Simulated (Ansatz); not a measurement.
Ansatz (an electronic-structure program) input:

Ansatz 0.2 input:
```yaml
crystal:
  periodic: [false, false, false]
  atoms:
    - {symbol: Zn, position_ang: [-0.00000000, -0.00000000, -1.19207630]}
    - {symbol: Br, position_ang: [0.00000000, 0.00000000, 1.02177969]}
basis:
  gaussian:
    orbitals: def2-TZVP
hamiltonian:
  xc: b3lyp
  dispersion: d3bj
total_charge: 1
phonons: {temperatures: {t_min: 298.15, t_max: 298.15, t_step: 100}}
```

**Question.** Predict the final energy.

**Answer.** -4353.33516 Eh (B3LYP-D3(BJ)/def2-TZVP). The basis has 96 functions. The run takes around 28 core-seconds (rough).
